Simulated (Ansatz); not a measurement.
System: sum formula VOBr₂ (charge 0, doublet). The spin state was set by rule; other spins were not relaxed. 
Coordinates optimised at B3LYP-D3(BJ)/def2-TZVP (Ansatz, an electronic-structure program):
```
V
O 1 1.5612
Br 1 2.3238 2 117.67
Br 1 2.3238 2 117.67 3 -180.00
```
Charge 0, spin multiplicity 2.

Total electronic energies in hartree. Cores are frozen in the correlated levels unless marked. UHF or UKS for open shells. Spin-orbit coupling is left out. Frozen are the shells of the preceding noble gas and the d and f shells that filled before the atom's block. No relativistic terms. CBS marks a two-point X^-3 extrapolation of the correlation energy; Hartree-Fock from the larger set. The program attaches cautions to a run behind CCSD(T)/6-31G: large difference.

The UHF reference is spin-contaminated (<S^2> 0.74 over the pure value in the largest basis). The Hartree-Fock reference is unstable (checked in the largest basis), which strains HF and MP2. The T1 diagnostic of CCSD in the largest basis is 0.094, which is high, so the coupled-cluster rows are less sure than usual.

```json
[
 {"level": "revPBE-D4/def2-TZVPD", "program": "Ansatz + dftd4", "energy (Eh)": "-6167.19601"},
 {"level": "r2SCAN-D4/def2-TZVPD", "program": "Ansatz + dftd4", "energy (Eh)": "-6167.65219"},
 {"level": "B3LYP-D3(BJ)/def2-TZVPD", "program": "Ansatz + dftd3", "energy (Eh)": "-6167.80580"},
 {"level": "PBE0/def2-SVP", "program": "Ansatz", "energy (Eh)": "-6165.98836"},
 {"level": "PBE0-D4/def2-TZVP", "program": "Ansatz + dftd4", "energy (Eh)": "-6166.83545"},
 {"level": "r2SCANh/def2-TZVPD", "program": "Ansatz", "energy (Eh)": "-6167.61840"},
 {"level": "r2SCAN0/def2-TZVPD", "program": "Ansatz", "energy (Eh)": "-6167.57284"},
 {"level": "CAM-B3LYP/def2-TZVPD", "program": "Ansatz", "energy (Eh)": "-6167.97829"},
 {"level": "wB97M-V/def2-TZVPD", "program": "Ansatz", "energy (Eh)": "?"},
 {"level": "B2GP-PLYP-D3(BJ)/def2-TZVPD", "program": "Ansatz + dftd3", "energy (Eh)": "-6166.19637"},
 {"level": "B2GP-PLYP-D4/def2-TZVPD", "program": "Ansatz + dftd4", "energy (Eh)": "-6166.19022"},
 {"level": "B2GP-PLYP/def2-TZVPD", "program": "Ansatz", "energy (Eh)": "-6166.18802"},
 {"level": "RI-MP2/CBS(def2-TZVPPD,def2-QZVPPD)", "program": "Ansatz", "energy (Eh)": "-6163.6086"},
 {"level": "CCSD(T)/6-31G", "program": "Ansatz", "energy (Eh)": "-6162.21192"}
]
```

Q: Some entries are withheld; supply them.

A: 
- wB97M-V/def2-TZVPD, energy (Eh): -6167.33878
